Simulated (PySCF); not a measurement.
C6H5F3O.
SMILES: `FC(F)(F)Cc1ccoc1`

A PySCF run (density fitting, gas phase, GFN2-xTB geometry) gave HOMO -3.57 eV, LUMO 2.22 eV, dipole 1.00 D and E = -607.262 Eh.

**Question.** Which of these levels was it?
A. KT2/STO-3G
B. PBE0/pcSseg-1
C. PBE0/def2-SVP
D. CAM-B3LYP/ANO-RCC-VDZP
E. OPBE/6-31G

**Answer.** A. It is KT2/STO-3G. All candidates on this geometry:

| level and settings | kind | basis functions | SCF cycles | E (Eh) | HOMO (eV) | LUMO (eV) | dipole (D) |
| --- | --- | --- | --- | --- | --- | --- | --- |
| OPBE/6-31G, fitting basis def2-universal-jkfit | GGA | 100 | 12 | -605.9316 | -5.78 | -0.61 | 2.21 |
| KT2/STO-3G | GGA | 55 | 14 | -607.2624 | -3.57 | 2.22 | 1.00 |
| PBE0/pcSseg-1 | global hybrid | 195 | 14 | -605.7058 | -6.90 | 0.03 | 2.11 |
| PBE0/def2-SVP, start guess huckel, damping 0.2 at the start, DIIS from the seventh cycle | global hybrid | 165 | 26 | -605.3113 | -6.82 | 0.18 | 2.05 |
| CAM-B3LYP/ANO-RCC-VDZP, grid level 3 | range-separated hybrid | 165 | 14 | -606.3675 | -8.04 | 1.02 | 2.46 |

The nearest other candidate, by the summed differences of HOMO and LUMO, is OPBE/6-31G: its HOMO differs by -2.21 eV and its LUMO by -2.83 eV. Cycle counts include a coarse-grid stage where the run had one. KT2 was designed for NMR shieldings or shifts; total energies of different functionals aren't comparable. ANO-RCC sets were contracted for a scalar-relativistic Hamiltonian, but ran non-relativistically here.

Conformer computed: `[F:1][C:2]([F:3])([F:4])[CH2:5][c:6]1[cH:7][cH:8][o:9][cH:10]1`: F1–C2–C5–C6 61°, C2–C5–C6–C7 87°.
